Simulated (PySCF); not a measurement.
H₆OSeSi₂.
InChI=1S/H6OSeSi2/c2-4-1-3/h2H,4H2,3H3

Computed with EOM-IP-CCSD/aug-cc-pVDZ in PySCF, restricted Hartree–Fock reference, 20 core orbitals frozen, non-relativistic, gas phase, PBE0-D3(BJ)/def2-SVP geometry.

The vertical ionisation energies are 9.36, 10.74, 11.11, 12.07, 12.57, 13.32, 14.00, 14.37 eV.

Which Hartree–Fock orbital leads each hole, and what is its Koopmans value −ε?

```csv
leading hole (HF orbital),Koopmans (eV),EOM-IP-CCSD (eV),change (eV),one-hole share
HOMO,9.82,9.36,-0.46,0.96
HOMO-1,11.48,10.74,-0.74,0.95
HOMO-2,12.28,11.11,-1.17,0.94
HOMO-3,12.86,12.07,-0.79,0.95
HOMO-4,13.27,12.57,-0.70,0.95
HOMO-5,14.19,13.32,-0.87,0.94
HOMO-6,15.74,14.00,-1.74,0.93
HOMO-7,16.03,14.37,-1.66,0.93
```

Does the order of the lines follow the orbital energies?

Yes, no two lines change places. The corrections run from -1.74 to -0.46 eV, with a mean of -1.02 eV over the 8 lines; no line lies above its Koopmans value. Koopmans values leave out both the relaxation of the orbitals and the change in correlation energy.

At what kinetic energies would He I light (21.22 eV) eject these electrons?

11.86 eV (HOMO), 10.48 eV (HOMO-1), 10.11 eV (HOMO-2), 9.15 eV (HOMO-3), 8.65 eV (HOMO-4), 7.90 eV (HOMO-5), 7.22 eV (HOMO-6), 6.85 eV (HOMO-7).

What total energy has the lowest final state, and which wavelength reaches it?

E(CCSD) + ionisation energy = -3056.75726 + 0.34409 = -3056.41317 Eh, at the geometry of the initial state. The threshold wavelength is 1239.84 eV nm/9.36 eV = 132.5 nm.

One root was sought for each valence orbital with −ε under 21 eV, eight at most, so deeper holes and satellites are missing; no vibrational structure.

The values belong to the conformer `[SiH3:1][O:2][SiH2:3][SeH:4]`: Si1–O2–Si3–Se4 27°, H–Se4–Si3–O2 68°.
